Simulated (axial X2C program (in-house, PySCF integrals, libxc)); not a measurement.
## How the levels of PdOH (d9 s0 p(π)0 orbitals) move with the bond length

Calculated with an in-house all-electron X2C program for linear molecules (integrals from PySCF): two-component X2C with atomic mean-field Coulomb and Gaunt terms, basis Pd dyall-v3z, O dyall-av3z, H dyall-v3z (cores contracted in-house). Orbitals come from Hartree–Fock averaged over the configuration Pd d9 s0 p(π)0; CI then distributes these electrons over the d, s, p(π) shells of Pd.

At Pd–O–H held linear, bonds 2.020 and 0.950 Å (the second held):

```json
{"Ω": "1/2", "energy (cm⁻¹)": "0", "g∥": "1.63", "μ (D)": "-5.00", "configuration": "100% d9"}
{"Ω": "3/2", "energy (cm⁻¹)": "1680", "g∥": "3.88", "μ (D)": "-5.01", "configuration": "100% d9"}
{"Ω": "1/2", "energy (cm⁻¹)": "4150", "g∥": "0.37", "μ (D)": "-4.99", "configuration": "100% d9"}
{"Ω": "5/2", "energy (cm⁻¹)": "4333", "g∥": "6.00", "μ (D)": "-5.13", "configuration": "100% d9"}
{"Ω": "3/2", "energy (cm⁻¹)": "7355", "g∥": "2.12", "μ (D)": "-5.11", "configuration": "100% d9"}
```

g∥ is the magnitude of 2⟨Lz + ge Sz⟩ for the +Ω component. μ is positive if the H end is positive. The lowest 14 levels at most are listed.

At Pd–O–H held linear, bonds 1.879 and 0.950 Å (the second held):

```
  Ω  energy (cm⁻¹)    g∥  μ (D)  configuration
1/2              0  1.67  -4.10        100% d9
3/2           1838  3.91  -4.15        100% d9
1/2           4214  0.33  -4.11        100% d9
5/2           5192  6.00  -4.33        100% d9
3/2           8188  2.09  -4.31        100% d9
```

The lowest level lies 1027 cm⁻¹ above the lowest at the first distance.

(1) How does the gap from the lowest to the fifth level change between the two distances?

There is no dynamic correlation: spin–orbit spacings and, for f shells, spacings inside one term are the most reliable numbers, splittings between terms come out too wide, and energies between configurations are not reliable, so the lowest level need not be the ground state of the molecule. For d shells the ligand-field splittings (σ, π, δ) and their order can be off by a thousand cm⁻¹ or more. At most 4 roots were kept for each Ω > 0 (twice that for Ω = 0) within 3.2 eV of the lowest, so higher up levels can be missing between those listed; levels with Ω > 0 are doubly degenerate and listed once, Ω = 0 levels singly. States that fill the shells left empty in the average are placed too high. The molecule was held linear; bending was not examined.

Answers

(1) From 7355 to 8188 cm⁻¹, a factor of 1.11.
